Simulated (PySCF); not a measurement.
A side-by-side comparison of computed properties.

First species: C5H7NS.
InChI=1S/C5H7NS/c6-4-3-5(7)1-2-5/h7H,1-3H2

Second species: C₄HNS₄.
Numbering: `[N:1]#[C:2][c:3]1[s:4][c:5](=[S:6])[s:7][c:8]1[SH:9]` (hydrogens: H10 on S9)

Levels: PBE0/def2-SVPD for dipole moment, HOMO energy, LUMO energy, HOMO–LUMO gap, static isotropic polarisability and electronic spatial extent ⟨r²⟩ about the centre of nuclear charge; TDDFT PBE0/def2-SVPD for lowest singlet excitation; TDA PBE0/def2-SVPD for lowest triplet excitation (Tamm–Dancoff); GFN2-xTB for rotational constant A and rotational constant C. Geometries: GFN2-xTB. All species are isolated and taken at one optimised geometry, non-relativistic unless stated; the electronic structure was computed with PySCF and density fitting.

The conformers computed, where there is a choice (atom-mapped SMILES and torsion angles):
- `[N:1]#[C:2][CH2:3][C:4]1([SH:5])[CH2:6][CH2:7]1`: C2–C3–C4–S5 -72°, H–S5–C4–C3 67°
- `[N:1]#[C:2][c:3]1[s:4][c:5](=[S:6])[s:7][c:8]1[SH:9]`: H–S9–C8–S7 180°

| property | column X | column Y |
| --- | --- | --- |
| dipole moment | 2.17 D | 3.73 D |
| HOMO energy | -6.96 eV | -7.25 eV |
| LUMO energy | -2.68 eV | 0.10 eV |
| HOMO–LUMO gap | 4.28 eV | 7.35 eV |
| lowest singlet excitation | 2.99 eV | 5.68 eV |
| lowest triplet excitation (Tamm–Dancoff) | 2.39 eV | 5.15 eV |
| static isotropic polarisability | 139.6 au | 79.3 au |
| electronic spatial extent ⟨r²⟩ about the centre of nuclear charge | 2183 bohr² | 920 bohr² |
| rotational constant A | 1.534 GHz | 3.089 GHz |
| rotational constant C | 0.457 GHz | 1.358 GHz |

Problem. Which column belongs to which species?

Solution. Column X is the second species and column Y the first. The first has 14 atoms and 60 electrons, the second 10 and 96.

Problem. How does each property change from the first species to the second?

Solution. dipole moment -1.56 D; HOMO energy +0.29 eV; LUMO energy -2.78 eV; HOMO–LUMO gap -3.07 eV; lowest singlet excitation -2.69 eV; lowest triplet excitation (Tamm–Dancoff) -2.76 eV; static isotropic polarisability +60.3 au; electronic spatial extent ⟨r²⟩ about the centre of nuclear charge +1263 bohr²; rotational constant A -1.555 GHz; rotational constant C -0.901 GHz.

On the first: No computed singlet falls in the visible range (750 to 380 nm, 1.65 to 3.26 eV); S1 lies 2.42 eV above its blue end. S1 lies 1.67 eV below the HOMO–LUMO gap; its leading configuration is HOMO→LUMO, weight 0.82.

On the second: The 8 singlets span 2.99 to 4.93 eV, and their oscillator strengths add up to 0.32. 1 of the 8 computed singlets lies in the visible range (750 to 380 nm, 1.65 to 3.26 eV), with an oscillator strength of 0.000.
